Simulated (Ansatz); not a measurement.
**Match the barriers**

Saddle point of Si2H5F3, singlet (Si₂H₃F₃ ([F][Si]([F])([F])[SiH3]) + H₂ → SiHF₃ ([F][SiH]([F])[F]) + SiH₄; bonds formed: Si1–H7, Si2–H6; bonds broken: Si1–Si2, H6–H7), PBE0-D4/def2-TZVP structure:

Si1  (-0.663, -1.027, -0.353)
Si2  (0.443, 1.233, 0.191)
F3  (0.079, -2.039, -1.319)
F4  (-1.340, -1.863, 0.809)
F5  (-1.867, -0.436, -1.204)
H6  (1.479, 0.151, 0.966)
H7  (0.826, -0.515, 0.594)
H8  (-0.368, 1.008, 1.417)
H9  (1.223, 0.800, -0.998)
H10  (0.188, 2.688, -0.102)
(Å)

Program: Ansatz 0.2.0. Basis: def2-TZVPP, with def2-QZVPP for the basis limit. Cores are frozen in the correlated methods. Extrapolation: Hartree–Fock as exp(−7.88 √X), correlation as X^−2.97. Four methods, as single points on the PBE0-D4 structures, gave these electronic barriers from the start structure: 2.756, 2.831, 3.085, 3.973 eV.

Question: The methods were, in alphabetical order, BLYP-D4, CCSD(T), HF, PBE0-D4. Which gave which? (Judge from chemistry; the calculation decides.)

Answer: Computed: PBE0-D4 2.756; BLYP-D4 2.831; CCSD(T) 3.085; HF 3.973 eV. For comparison, CCSD(T) at an estimated basis limit (MP2 extrapolated from triple and quadruple zeta, plus CCSD(T) − MP2 in triple zeta) gives 3.053 eV.

T1 diagnostic: at most 0.014.

Labels in which every atom is bracketed show which atoms are joined, not bond orders.

For scale, one of the runs: CCSD(T)/def2-TZVPP, 247 basis functions, launched by `ansatz run in.yaml --threads 8 --pin off --events-out ev --progress --plain --max-ram 19148MiB`. The run took 21 s on 8 CPU threads of an Intel Xeon 6975P-C (shared host), with 5.7 GiB of host memory at its peak.
